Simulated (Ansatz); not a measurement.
Consider the formal exchange of groups at a B–Al bond: `N[BH][Al]([Cl])[Cl]` + `[SiH3][SiH3]` → `NB[SiH2][SiH3]` + `[Cl][AlH][Cl]`.

Gas-phase electronic energies from Ansatz, PBE0-D4/def2-TZVP geometries. CCSD(T)/CBS adds triple-zeta CCSD(T) − MP2 to the extrapolated MP2 energy (def2 sets, frozen cores). This one scheme is used for every species. DFT in def2-TZVPP. B3LYP here is the variant with VWN-RPA as its local correlation; programs differ in this. Each species was taken in one conformer, which may not be the lowest.

| level | ΔE (kcal/mol) | difference from CCSD(T)/CBS |
| --- | --- | --- |
| PBE-D4 | -0.4 | 0.2 |
| r2SCAN-D4 | -1.1 | -0.5 |
| PBE0-D4 | -0.6 | 0.0 |
| B3LYP-D4 | -0.2 | 0.4 |
| ωB97X-V | -0.5 | 0.1 |
| ωB97M-V | -0.4 | 0.2 |
| B2PLYP | -0.3 | 0.3 |
| PBE | -0.3 | 0.3 |
| r2SCAN | -1.1 | -0.5 |
| PBE0 | -0.5 | 0.1 |
| B3LYP | -0.1 | 0.5 |
| HF/def2-TZVPP | -0.3 | 0.3 |
| MP2/def2-TZVPP | -0.7 | -0.1 |
| SCS-MP2/def2-TZVPP | -0.4 | 0.2 |
| CCSD/def2-TZVPP | -0.3 | 0.3 |
| CCSD(T)/def2-TZVPP | -0.3 | 0.3 |
| HF/def2-QZVPP | -0.4 | 0.2 |
| MP2/def2-QZVPP | -0.9 | -0.3 |
| SCS-MP2/def2-QZVPP | -0.6 | 0.0 |
| HF/CBS(def2) | -0.4 | 0.2 |
| MP2/CBS(def2) | -1.0 | -0.4 |
| CCSD/CBS(def2) | -0.6 | 0.0 |
| CCSD(T)/CBS | -0.6 | 0 |

Largest T1 diagnostic among the species: 0.014.
